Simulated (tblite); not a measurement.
Species: C6H18Si4.
Cartesian coordinates in Å at the GFN2-xTB level; atoms count from 1:
```
atom  x, y, z in Å
C1     3.855    1.935    0.257
C2     3.331    1.295    1.289
C3     1.896    0.954    1.429
Si4    1.601   -0.903    1.008
Si5    2.153   -1.426   -1.225
Si6   -0.113   -1.885   -1.680
Si7   -0.676   -1.405    0.567
C8    -1.860    0.086    0.758
C9    -3.256   -0.194    0.215
C10   -4.168    1.024    0.317
H11    4.910    2.136    0.182
H12    3.242    2.294   -0.553
H13    3.972    0.944    2.088
H14    1.298    1.567    0.755
H15    1.560    1.154    2.447
H16    2.298   -1.635    2.084
H17    2.788   -0.372   -2.027
H18    3.063   -2.565   -1.409
H19   -0.411   -3.240   -2.161
H20   -0.754   -1.043   -2.702
H21   -1.304   -2.485    1.352
H22   -1.442    0.945    0.229
H23   -1.940    0.381    1.807
H24   -3.182   -0.502   -0.832
H25   -3.701   -1.024    0.769
H26   -3.759    1.854   -0.257
H27   -4.265    1.342    1.354
H28   -5.160    0.797   -0.067
```

Computed with GFN2-xTB (tblite): harmonic, unscaled wavenumbers at the GFN2-xTB geometry, gas phase. This tight-binding method is rough: wavenumbers can miss measured ones by several per cent, in bad cases by 10 to 20. Modes of hydrogen on silicon can be 10 to 20 % off. One conformer, not necessarily the lowest.

Harmonic wavenumbers (cm⁻¹): 25.4, 27.9, 43.8, 50.9, 70.0, 70.8, 106.8, 130.7, 150.4, 194.3, 207.9, 234.8, 260.9, 287.1, 318.1, 349.1, 372.4, 377.9, 387.0, 409.9, 413.9, 419.7, 437.2, 479.9, 533.5, 577.4, 589.3, 599.3, 609.4, 628.9, 735.1, 736.1, 745.9, 794.0, 826.5, 838.9, 851.0, 872.9, 950.9, 956.5, 1011.5, 1017.7, 1054.1, 1076.5, 1114.0, 1176.2, 1213.0, 1231.3, 1248.1, 1289.4, 1300.5, 1353.2, 1415.1, 1415.9, 1473.7, 1491.6, 1499.8, 1504.9, 1507.8, 1704.6, 2104.6, 2111.1, 2153.7, 2175.2, 2179.4, 2191.1, 2946.2, 2958.3, 2967.0, 2969.3, 2972.8, 2982.1, 3021.7, 3024.3, 3030.1, 3047.6, 3094.0, 3122.6.

A = 878.4, B = 414.6, C = 328.0 MHz; mass 202.049 u (most abundant isotopes); point group C1, symmetry number 1.

Task: What is the zero-point energy?

Result: ½Σν̃ = 46411 cm⁻¹ = 132.70 kcal/mol.

Task: Entropy at 273.15 K, 1 bar (ideal gas, RRHO, classical rotation)?

Result: Translation 41.41, rotation 32.00, vibration 58.96: S = 132.4 cal/(mol K).

Task: And Cp and H(273.15 K) − H(0)?

Result: Cp = 61.32 cal/(mol K), of which vibrations give 53.37 (their classical limit is 78 R = 155.0); H(273.15 K) − H(0) = 10.06 kcal/mol without the zero-point energy, 7.89 from vibrations.

Task: What must be added to the electronic energy to get the Gibbs energy at 273.15 K and 1 bar?

Result: ZPE + [H(273.15 K) − H(0)] − T·S = 132.70 + 10.06 − 36.16 = 106.60 kcal/mol.

Task: Which modes carry the vibrational entropy at 273.15 K?

Result: 25.4 cm⁻¹: 5.99; 27.9 cm⁻¹: 5.80; 43.8 cm⁻¹: 4.91; 50.9 cm⁻¹: 4.61; 70.0 cm⁻¹: 3.98; 70.8 cm⁻¹: 3.96 cal/(mol K); the other 72 give 29.72 together.

Task: How do the functions run with temperature in this model?

Result: 
| T (K) | S (cal/(mol K)) | Cp (cal/(mol K)) | H − H(0) (kcal/mol) | G − H(0) (kcal/mol) | ln q(vib) |
| --- | --- | --- | --- | --- | --- |
| 150 | 102.4 | 40.2 | 3.77 | -11.59 | 8.33 |
| 250 | 127.1 | 57.6 | 8.68 | -23.09 | 13.89 |
| 298.15 | 137.9 | 65.1 | 11.64 | -29.47 | 16.45 |
| 400 | 159.1 | 79.1 | 19.01 | -44.61 | 21.66 |
| 600 | 195.3 | 100.0 | 37.05 | -80.16 | 31.14 |
| 900 | 240.1 | 120.4 | 70.35 | -145.72 | 43.77 |

q(vib) and H(0) count from the zero-point level.

Hindered rotation and anharmonicity are outside this model. Other conformers, if any are populated, would add a mixing term that is left out. The structure is chiral; the term R ln 2 for an equal mix with its mirror image is left out.
